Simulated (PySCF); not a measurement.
Gas-phase reaction: 2 In(CH3)3.NH3 + 2 In(CH3)3 ⇌ 4 InH3 + 3 C4H10 (isobutane) + N2

Method: PySCF energies plus ideal-gas RRHO corrections (1 bar). † marks an energy on the PBE0/def2-TZVP geometry and frequencies. All species are closed-shell singlets. B3LYP is the form with VWN-RPA correlation. In: scalar-relativistic def2 core potential, no spin-orbit coupling. Adducts (In(CH3)3.NH3) have no counterpoise correction, and HF, PBE, BLYP, B3LYP and PBE0 lack dispersion. Methyl groups turn as free rotors in In(CH3)3. In(CH3)3.NH3, InH3: computed as isolated molecules; such fragments, hydroxides, amides, oligomers or adducts are transient or little studied in the gas. The harmonic model lacks anharmonicity and excited electronic states, which grow with temperature; levels with a mode under 35 cm⁻¹ are left out. Internal rotation in C4H10 (isobutane) is treated as a harmonic vibration of one conformer, which makes the entropy rough. Soft modes under 120 cm⁻¹ make the harmonic entropy rough for In(CH3)3.NH3, In(CH3)3.

| level | ΔE electronic, kJ | ΔH°(298 K), kJ | ΔS°(298 K), J/K | ΔG°(1600 K), kJ |
|---|---|---|---|---|
| B3LYP/def2-TZVP† | 313 | 225 | 329 | -236 |
| BLYP/def2-TZVP† | 311 | 223 | 329 | -238 |
| HF/def2-TZVP† | 145 | 58 | 329 | -403 |
| M06-2X/def2-TZVP† | 428 | 340 | 329 | -121 |
| PBE/def2-TZVP† | 370 | 282 | 329 | -179 |
| PBE0/def2-SVP† | 296 | 208 | 329 | -253 |
| r2SCAN/def2-TZVP† | 381 | 293 | 329 | -168 |
| LDA/def2-TZVP† | 425 | 337 | 329 | -124 |
| ωB97M-V/def2-TZVP† | 351 | 263 | 329 | -198 |
| ωB97X-V/def2-TZVP† | 329 | 241 | 329 | -220 |
ΔH° is lowest at HF/def2-TZVP† and highest at M06-2X/def2-TZVP†. No reference value is set beside these.
